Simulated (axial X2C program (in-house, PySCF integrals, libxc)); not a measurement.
**Outer orbitals of LiPd⁺ at 2.433 Å, HF**

All values were computed with an axial X2C code built on PySCF integrals. Spin-free means the one-electron spin-free X2C Hamiltonian; two-component (2c) means X2C with spin–orbit coupling and atomic mean-field two-electron Coulomb and Gaunt terms, so the difference of the two also holds small scalar two-electron terms. Basis: Pd dyall-cv3z [12s12p8d5f3g], Li dyall-cv3z [7s8p2d] (cores contracted in-house); Gaussian nuclei, density fitting, unrestricted open shells. Masses: Pd 105.903 u, Li 7.016 u.

The distance is close to the 2c PBE0 minimum; the highest filled and lowest empty levels are listed.

Spin-free orbitals, state M_S = 0, Λ = 0 (closed shell) (Löwdin shares):

```json
{"symmetry": "π-α", "occupied": "yes", "ε (eV)": "-15.20", "atomic character": "98% Pd d"}
{"symmetry": "π+α", "occupied": "yes", "ε (eV)": "-15.20", "atomic character": "98% Pd d"}
{"symmetry": "δ+α", "occupied": "yes", "ε (eV)": "-15.08", "atomic character": "100% Pd d"}
{"symmetry": "δ-α", "occupied": "yes", "ε (eV)": "-15.08", "atomic character": "100% Pd d"}
{"symmetry": "σα", "occupied": "yes", "ε (eV)": "-15.07", "atomic character": "93% Pd d, 3% Li p"}
{"symmetry": "σα", "occupied": "no", "ε (eV)": "-5.00", "atomic character": "57% Li s, 31% Pd s, 8% Pd p"}
{"symmetry": "σα", "occupied": "no", "ε (eV)": "-3.48", "atomic character": "69% Li p, 15% Pd s, 8% Pd p"}
{"symmetry": "π-α", "occupied": "no", "ε (eV)": "-3.07", "atomic character": "76% Li p, 21% Pd p, 2% Pd d"}
{"symmetry": "π+α", "occupied": "no", "ε (eV)": "-3.07", "atomic character": "76% Li p, 21% Pd p, 2% Pd d"}
```

One partner of each degenerate Kramers or spin pair is listed.

Spinors with spin–orbit coupling (state Ω = 0):

| ω | occupied | ε (eV) | atomic character | λ mixture |
| --- | --- | --- | --- | --- |
| 1/2 | yes | -15.54 | 97% Pd d | 68% π, 32% σ |
| 3/2 | yes | -15.46 | 99% Pd d | 70% δ, 30% π |
| 3/2 | yes | -14.97 | 99% Pd d | 70% π, 30% δ |
| 5/2 | yes | -14.88 | 100% Pd d | 100% δ |
| 1/2 | yes | -14.88 | 94% Pd d, 3% Li p | 68% σ, 32% π |
| 1/2 | no | -5.00 | 57% Li s, 31% Pd s, 8% Pd p | 100% σ |
| 1/2 | no | -3.48 | 69% Li p, 15% Pd s, 8% Pd p | 100% σ |
| 1/2 | no | -3.08 | 76% Li p, 22% Pd p, 2% Pd d | 100% π |
| 3/2 | no | -3.07 | 76% Li p, 21% Pd p, 2% Pd d | 100% π |

One partner of each degenerate Kramers or spin pair is listed.

Task: How does the gap between the highest filled and lowest empty level change from the spin-free to the 2c table?

Result: From 10.07 to 9.88 eV at HF, a change of -0.19 eV.

Mulliken charges and populations of the two-component result (they depend on the basis, above all on diffuse functions):

Pd 0.08 e (s 8.05 p 18.03 d 19.84), Li 0.92 e (s 2.01 p 0.05 d 0.01).

The state is one determinant whose occupation by symmetry is held fixed; it was picked as the lowest of a PBE0 search that is not exhaustive.
